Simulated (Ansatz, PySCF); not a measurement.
Process, species as SMILES: [Br][Pb][Br] → [Br][Pb] + Br atom (the Br-Pb bond at the site shown breaks; other sites are not compared here)
Geometries: B3LYP-D3(BJ)/def2-TZVP minima from Ansatz (a first-principles code). A spin state is the lowest found, not a proven ground state.
Geometry of the first species:
```
Pb
Br 1 2.6339
Br 1 2.6339 2 100.51
```

Wanted: bond dissociation energy (0 K, with B3LYP-D3(BJ) harmonic zero-point energies from PySCF), in kcal/mol. Correlated levels leave the core frozen unless marked. Open shells are spin-unrestricted. No spin-orbit coupling. The frozen core is the preceding noble-gas configuration, with the filled d and f shells of earlier blocks. Past Kr the def2 sets carry scalar-relativistic core potentials. CBS(X,Y): correlation extrapolated as X^-3; Hartree-Fock from the larger set. The bracket is a focal-point correction in the basis named.

```csv
level,program,bond dissociation energy (kcal/mol)
PBE0/def2-QZVPP,Ansatz,81.3
r2SCANh-D4/def2-TZVPD,Ansatz + dftd4,82.4
```

Task: Estimate the value at RI-MP2/CBS(def2-TZVPPD,def2-QZVPPD)+[CCSD(T)-MP2]/def2-TZVPPD as computed with Ansatz.

Result: 81.0 kcal/mol
